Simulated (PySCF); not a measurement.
# Computed records: CH₄FNSi, CH₂FOSi, C₂H₆BF

Computed with PySCF 2.14.0. Calculation on a computer-drawn molecule: the log of a Hartree-Fock and frozen-core CCSD(T) single point meant for a local Hartree-Fock minimum, with one planted fault or none, to be diagnosed. Offsets are logged minus clean, where the clean run is the same molecule without the fault. The reference is restricted for singlets and unrestricted otherwise, and also for a bond in bohr or an excited solution. Adding or removing an electron swaps singlet and doublet. The excited solution moves the top pair (singlet) or top alpha electron (doublet) to the lowest empty orbital. Highest occupied and lowest empty are orbital energies over both spins, largest force is the largest gradient component, triples share is (T) over the correlation energy, the T1 limit is 0.02 restricted and 0.045 unrestricted, electrons count all cores, a negative frequency is imaginary (commonest isotopes), and the dipole is about the centre of nuclear charge.

Common to all runs: meant multiplicity 1; logged SCF converged yes; logged CC converged yes; logged SCF stable within its kind yes; possible faults no fault, one electron removed, one electron added, multiplicity raised by two, geometry at a saddle point, SCF held on an excited solution, minimal basis STO-3G, one bond length entered in bohr, all coordinates scaled.

(1) 
```xyz
8
formula=CH4FNSi meant_charge=0 meant_basis=cc-pV(D+d)Z logged_electrons=41 logged_basis_functions=85 logged_spin_squared=0.7782 logged_highest_occupied=2.9042 logged_lowest_empty=9.4064 logged_largest_force=0.068138 logged_T1_diagnostic=0.051601 logged_D1_diagnostic=0.35043 logged_triples_share=0.028147 logged_dipole_magnitude=2.7658 logged_energy_HF=-482.93192 logged_energy_CCSD(T)=-483.58696 planted_fault=one_electron_added HF_energy_offset_from_clean_run=80.91 CCSD(T)_energy_offset_from_clean_run=65.24
C     -0.6405     1.6396    -3.3731
Si     0.2320     0.7112    -2.2892
N     -0.0680     0.3196    -0.6904
F      1.6138    -0.0087    -2.6541
H     -0.2963     1.7928    -4.3875
H     -1.5731     2.1136    -3.0927
H      0.5466    -0.2538    -0.1483
H     -0.8730     0.6336    -0.1870
```

Units: logged_highest_occupied, logged_lowest_empty in eV; logged_largest_force in hartree/bohr; logged_dipole_magnitude in debye; logged_energy_HF, logged_energy_CCSD(T) in hartree; HF_energy_offset_from_clean_run, CCSD(T)_energy_offset_from_clean_run in kcal/mol.

Drawn bonds:
```
atom  other atom  order
   1           2      2
   2           3      1
   2           4      1
   1           5      1
   1           6      1
   3           7      1
   3           8      1
```

Notes: T1 above single-reference limit; highest electron not bound in this basis.

(2) 
```xyz
6
formula=CH2FOSi meant_charge=-1 meant_basis=aug-cc-pV(D+d)Z logged_electrons=40 logged_basis_functions=119 logged_spin_squared=0 logged_highest_occupied=-3.1334 logged_lowest_empty=4.0495 logged_largest_force=1.599e-05 logged_lowest_frequency=300.84 logged_T1_diagnostic=0.016788 logged_D1_diagnostic=0.04616 logged_triples_share=0.033013 logged_dipole_magnitude=2.38 logged_energy_HF=-502.38176 logged_energy_CCSD(T)=-503.07866 planted_fault=no_fault HF_energy_offset_from_clean_run=0 CCSD(T)_energy_offset_from_clean_run=0
C      1.6286    -0.2589    -0.8755
Si    -0.0382    -0.6670    -0.7783
O     -1.3200    -0.2087    -1.4721
F     -0.2715    -1.8316     0.3375
H      1.9921     0.4970    -1.5605
H      2.3686    -0.7465    -0.2530
```

Units: logged_highest_occupied, logged_lowest_empty in eV; logged_largest_force in hartree/bohr; logged_lowest_frequency in cm⁻¹; logged_dipole_magnitude in debye; logged_energy_HF, logged_energy_CCSD(T) in hartree; HF_energy_offset_from_clean_run, CCSD(T)_energy_offset_from_clean_run in kcal/mol.

Drawn bonds:
```
atom  other atom  order
   1           2      2
   2           3      1
   2           4      1
   1           5      1
   1           6      1
```

(3) 
```xyz
6
formula=CH2FOSi meant_charge=-1 meant_basis=aug-cc-pV(D+d)Z logged_electrons=40 logged_basis_functions=119 logged_spin_squared=0.7083 logged_highest_occupied=-2.8847 logged_lowest_empty=4.0159 logged_largest_force=0.018842 logged_T1_diagnostic=0.056967 logged_D1_diagnostic=0.26529 logged_triples_share=0.039336 logged_dipole_magnitude=1.4311 logged_energy_HF=-502.24974 logged_energy_CCSD(T)=-502.9475 planted_fault=one_bond_length_entered_in_bohr,row_5_of_the_drawn_bonds HF_energy_offset_from_clean_run=82.85 CCSD(T)_energy_offset_from_clean_run=82.31
C      1.6286    -0.2589    -0.8755
Si    -0.0382    -0.6670    -0.7783
O     -1.3200    -0.2087    -1.4721
F     -0.2715    -1.8316     0.3375
H      1.9921     0.4970    -1.5605
H      3.0271    -1.1804     0.3008
```

Units: logged_highest_occupied, logged_lowest_empty in eV; logged_largest_force in hartree/bohr; logged_dipole_magnitude in debye; logged_energy_HF, logged_energy_CCSD(T) in hartree; HF_energy_offset_from_clean_run, CCSD(T)_energy_offset_from_clean_run in kcal/mol.

Drawn bonds:
```
atom  other atom  order
   1           2      2
   2           3      1
   2           4      1
   1           5      1
   1           6      1
```

Notes: T1 above single-reference limit.

(4) 
```xyz
6
formula=CH2FOSi meant_charge=-1 meant_basis=aug-cc-pV(D+d)Z logged_electrons=39 logged_basis_functions=119 logged_spin_squared=0.7638 logged_highest_occupied=-11.904 logged_lowest_empty=-0.63649 logged_largest_force=0.10601 logged_T1_diagnostic=0.021644 logged_D1_diagnostic=0.094391 logged_triples_share=0.031505 logged_dipole_magnitude=5.8208 logged_energy_HF=-502.32322 logged_energy_CCSD(T)=-502.97942
C      1.6286    -0.2589    -0.8755
Si    -0.0382    -0.6670    -0.7783
O     -1.3200    -0.2087    -1.4721
F     -0.2715    -1.8316     0.3375
H      1.9921     0.4970    -1.5605
H      2.3686    -0.7465    -0.2530
```

Units: logged_highest_occupied, logged_lowest_empty in eV; logged_largest_force in hartree/bohr; logged_dipole_magnitude in debye; logged_energy_HF, logged_energy_CCSD(T) in hartree.

Drawn bonds:
```
atom  other atom  order
   1           2      2
   2           3      1
   2           4      1
   1           5      1
   1           6      1
```

(5) 
```xyz
10
formula=C2H6BF meant_charge=0 meant_basis=cc-pVDZ logged_electrons=32 logged_basis_functions=86 logged_spin_squared=2.0157 logged_highest_occupied=-4.9697 logged_lowest_empty=-2.1043 logged_largest_force=0.071875 logged_T1_diagnostic=0.021861 logged_D1_diagnostic=0.13038 logged_triples_share=0.027238 logged_dipole_magnitude=2.6131 logged_energy_HF=-203.18733 logged_energy_CCSD(T)=-203.81117
C     -1.4200     1.5702     0.5149
B     -1.7493     1.2334    -0.9866
C     -1.0617     0.0959    -1.8291
F     -2.6896     1.9722    -1.5971
H     -2.2481     2.0639     1.0277
H     -0.5695     2.2653     0.5249
H     -1.1102     0.6906     1.0844
H     -0.0440    -0.1216    -1.4968
H     -1.6438    -0.8248    -1.6873
H     -1.0579     0.3117    -2.8997
```

Units: logged_highest_occupied, logged_lowest_empty in eV; logged_largest_force in hartree/bohr; logged_dipole_magnitude in debye; logged_energy_HF, logged_energy_CCSD(T) in hartree.

Drawn bonds:
```
atom  other atom  order
   1           2      1
   2           3      1
   2           4      1
   1           5      1
   1           6      1
   1           7      1
   3           8      1
   3           9      1
   3          10      1
```

Q: Give the missing planted fault for CH₂FOSi (entry 4).
A: one electron removed

Q: Which fault was planted in the run of C₂H₆BF (entry 5)?
A: multiplicity raised by two

Further results for CH₂FOSi (entry 4):

```
HF energy offset from clean run      : 36.73 kcal/mol
CCSD(T) energy offset from clean run : 62.28 kcal/mol
```

Further results for C₂H₆BF (entry 5):

```
HF energy offset from clean run      : 160.1 kcal/mol
CCSD(T) energy offset from clean run : 155.4 kcal/mol
```
